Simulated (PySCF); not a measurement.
C8H8O2S.
SMILES: `C=CS(=O)(=O)c1ccccc1`

Torsions of this conformer, `[CH2:1]=[CH:2][S:3](=[O:4])(=[O:5])[c:6]1[cH:7][cH:8][cH:9][cH:10][cH:11]1`: C1–C2–S3–O4 2°, C2–S3–C6–C7 93°.

The closed-shell ground state was solved at several levels (PySCF, density fitting, gas phase, non-relativistic). Geometry: PBE0-D3(BJ)/def2-SVP, one conformer, isolated molecule.

```csv
level,basis functions,total energy (Eh),HOMO (eV),LUMO (eV),gap (eV),dipole (D)
CAM-B3LYP/def2-SVPD,297,-857.5595,-9.19,-0.63,8.56,5.23
PBE0/pcSseg-1,234,-857.4775,-7.94,-1.65,6.29,5.00
```

(1) What might wB97X-D/pcSseg-2 (515 basis functions) give for the same quantities?

(2) Over all these levels, which gives the widest orbital gap and which the narrowest?

(3) How far do the dipole and the HOMO energy spread over the levels?

Answers

(1) Total energy -858.2779 Eh, HOMO -9.68 eV, LUMO 0.00 eV, gap 9.68 eV, dipole 5.12 D.

(2) wB97X-D/pcSseg-2 (range-separated hybrid) has the widest, 9.68 eV, and PBE0/pcSseg-1 (global hybrid, 25 % exact exchange) the narrowest, 6.29 eV. Functional and basis both differ between the two, so the spread mixes both effects.

(3) The dipole runs from 5.00 to 5.23 D (mean 5.12 D) and the HOMO from -9.68 to -7.94 eV.

The pairwise dispersion term of wB97X-D wasn't added to the energies; at a given geometry it leaves orbitals and properties as they are.
